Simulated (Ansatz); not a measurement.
Pulling on the C4–H6 bond in C2H5Al (SMILES C=[CH][AlH2]) (multiplicity 1 held, fragments rigid). Energies count from the point at 1.089 Å.
Geometry at that point (charge 0, multiplicity 1):
| atom | x (Å) | y (Å) | z (Å) |
|---|---|---|---|
| Al | -0.1364 | 0.1629 | 1.1626 |
| H | -0.8151 | 1.5910 | 1.2176 |
| H | 0.1783 | -0.6444 | 2.4857 |
| C | 0.2915 | -0.5524 | -0.5896 |
| C | 0.0180 | 0.1449 | -1.6988 |
| H | 0.7594 | -1.5259 | -0.7301 |
| H | 0.2417 | -0.2199 | -2.6984 |
| H | -0.4483 | 1.1257 | -1.6579 |

Unrestricted levels (U-) break spin symmetry where that is lower. Active spaces are followed from a long bond inwards. Levels need not reach the same state.

Frozen-core correlation.

Run with Ansatz (Gaussian orbitals). Values without a source in brackets are computed.

Energies in kcal/mol.

| R (Å) | U-CCSD/cc-pV(D+d)Z | U-CCSD(T)/cc-pV(D+d)Z | FIC-NEVPT4(SD) on CASSCF(2,2)/cc-pV(D+d)Z | FIC-MRCISD+Q on CASSCF(2,2)/cc-pV(D+d)Z |
|---|---|---|---|---|
| 0.871 | 33.8 | 34.0 | 34.0 | 33.9 |
| 0.980 | 7.5 | 7.6 | 7.6 | 7.6 |
| 1.089 | 0.0 | 0.0 | 0.0 | 0.0 |
| 1.198 | 2.8 | 2.6 | 2.6 | 2.7 |
| 1.307 | 10.9 | 10.6 | 10.6 | 10.7 |
| 1.470 | 27.3 | 26.5 | 26.5 | 26.6 |
| 1.634 | 44.6 | 43.4 | 43.0 | 43.2 |
| 1.906 | 71.2 | 68.9 | 66.7 | 66.9 |
| 2.178 | 89.9 | 87.7 | 83.4 | 83.6 |
| 2.505 | 100.7 | 100.2 | 95.5 | 95.6 |
| 2.941 | 104.5 | 104.9 | 102.5 | 102.6 |
| 3.485 | 105.5 | 106.0 | 105.1 | 105.2 |

Doubts at one or more of the structures used: a spin-contaminated determinant (U-CCSD/cc-pV(D+d)Z, U-CCSD(T)/cc-pV(D+d)Z); T1 above 0.05 (U-CCSD/cc-pV(D+d)Z, U-CCSD(T)/cc-pV(D+d)Z); the program's own flag: large difference (U-CCSD/cc-pV(D+d)Z, U-CCSD(T)/cc-pV(D+d)Z).

Ansatz is an electronic-structure program.
